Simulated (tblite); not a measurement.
C₃H₁₂B₂O₂Si.
Bonds: B1–O2, O2–B3, B3–C4, B3–O5, O5–Si6, Si6–C7, Si6–C8. Hydrogens: H9, H10 on B1; H11, H12, H13 on C4; H14 on Si6; H15, H16, H17 on C7; H18, H19, H20 on C8.

Computed with GFN2-xTB (tblite), gas phase: L-BFGS steps from a force-field or distance-geometry start until the largest atomic force falls under 0.01 eV/Å.

Step 34: E = -681.6851 eV
```
atom  x, y, z in Å  |  force x, y, z in eV/Å
B1     -3.0990    1.4724    0.0512   -0.044   0.023  -0.069
O2     -2.1870    0.5678   -0.1414    0.100  -0.044   0.079
B3     -1.3661   -0.4696   -0.1830   -0.074  -0.138  -0.108
C4     -1.9807   -1.9285   -0.4526   -0.070  -0.023  -0.035
O5     -0.0379   -0.3399   -0.0414    0.009   0.067  -0.022
Si6     1.3254    0.3093    0.5348    0.020  -0.064  -0.010
C7      1.9763    1.7472   -0.5280    0.052  -0.008  -0.003
C8      2.6289   -1.0873    0.5834    0.042   0.003  -0.003
H9     -3.4014    1.7691    1.1525   -0.061   0.004   0.042
H10    -3.6311    1.9684   -0.8809    0.079   0.074   0.021
H11    -1.2397   -2.6075   -0.8577    0.073  -0.046   0.023
H12    -2.8119   -1.8872   -1.1489   -0.047   0.056  -0.078
H13    -2.3729   -2.3694    0.4588    0.058  -0.008   0.106
H14     1.0387    0.8335    1.8741   -0.025  -0.008   0.131
H15     1.3031    2.6005   -0.5510   -0.015  -0.059   0.030
H16     2.1785    1.4654   -1.5580   -0.044  -0.057   0.000
H17     2.9161    2.0814   -0.0990    0.037   0.104  -0.044
H18     3.1622   -1.1091    1.5291   -0.017   0.098   0.034
H19     3.3768   -0.9220   -0.1877    0.012  -0.089  -0.023
H20     2.2164   -2.0838    0.4428   -0.086   0.116  -0.069
```

Step 35: E = -681.6928 eV
```
atom  x, y, z in Å  |  force x, y, z in eV/Å
B1     -3.0998    1.4771    0.0550   -0.019   0.038  -0.079
O2     -2.1901    0.5668   -0.1270    0.105  -0.011   0.068
B3     -1.3623   -0.4645   -0.1845   -0.144  -0.245  -0.133
C4     -1.9710   -1.9299   -0.4547   -0.079  -0.026  -0.034
O5     -0.0340   -0.3378   -0.0494   -0.017   0.090  -0.032
Si6     1.3252    0.3087    0.5366    0.025  -0.025   0.065
C7      1.9728    1.7458   -0.5272    0.056   0.000  -0.034
C8      2.6277   -1.0856    0.5852    0.053  -0.008  -0.010
H9     -3.4247    1.7654    1.1538   -0.047  -0.010   0.002
H10    -3.6034    1.9964   -0.8842    0.096   0.020   0.072
H11    -1.2286   -2.6127   -0.8583    0.012   0.029   0.067
H12    -2.8051   -1.8945   -1.1502   -0.009   0.050  -0.041
H13    -2.3608   -2.3632    0.4638    0.077  -0.002   0.037
H14     1.0215    0.8161    1.8789   -0.003   0.012   0.123
H15     1.2977    2.5966   -0.5573   -0.040  -0.045   0.041
H16     2.1662    1.4517   -1.5555   -0.025  -0.046  -0.016
H17     2.9144    2.0905   -0.1115    0.038   0.076  -0.025
H18     3.1673   -1.1154    1.5261   -0.011   0.133   0.068
H19     3.3704   -0.9214   -0.1898    0.038  -0.093  -0.046
H20     2.2115   -2.0794    0.4471   -0.106   0.063  -0.093
```

Q: Estimate the geometry and energy of step 36. (The exact step hangs on the optimiser's Hessian estimate; all steps are aligned on step 35, rigid shifts and turns removed.)

A: E = -681.7001 eV, largest force 0.305 eV/Å
```
atom  x, y, z in Å  |  force x, y, z in eV/Å
B1     -3.0997    1.4754    0.0602    0.006   0.057  -0.035
O2     -2.1822    0.5681   -0.0997    0.083  -0.024   0.028
B3     -1.3560   -0.4622   -0.1915   -0.140  -0.247  -0.112
C4     -1.9663   -1.9288   -0.4562   -0.079  -0.023  -0.019
O5     -0.0256   -0.3378   -0.0736   -0.021   0.092  -0.036
Si6     1.3251    0.3073    0.5335    0.018   0.032   0.134
C7      1.9745    1.7465   -0.5262    0.032  -0.003  -0.040
C8      2.6284   -1.0829    0.5868    0.034  -0.012  -0.022
H9     -3.4557    1.7567    1.1535   -0.029  -0.023  -0.046
H10    -3.5727    2.0088   -0.8881    0.091  -0.013   0.086
H11    -1.2272   -2.6208   -0.8557   -0.038   0.088   0.085
H12    -2.8036   -1.8923   -1.1493    0.013   0.016  -0.002
H13    -2.3504   -2.3470    0.4737    0.068  -0.006  -0.039
H14     0.9964    0.7945    1.8793    0.022   0.023   0.090
H15     1.2953    2.5934   -0.5595   -0.053  -0.030   0.040
H16     2.1568    1.4408   -1.5531    0.003  -0.020  -0.025
H17     2.9172    2.1019   -0.1219    0.026   0.034  -0.019
H18     3.1680   -1.1159    1.5267   -0.001   0.140   0.079
H19     3.3681   -0.9228   -0.1907    0.064  -0.090  -0.056
H20     2.2044   -2.0719    0.4486   -0.101   0.006  -0.093
```

The energy changes by -0.0072 eV. The first-order estimate −F·Δx gives -0.0105 eV and the mean of the old and new forces, exact on a quadratic surface, -0.0072 eV. The step makes an angle of 75° with the force vector and moves no atom by more than 0.033 Å.

The cost below is that of the whole relaxation. Time: 0.98 s wall. Hardware: one thread of an Arm Neoverse V2 (shared host).
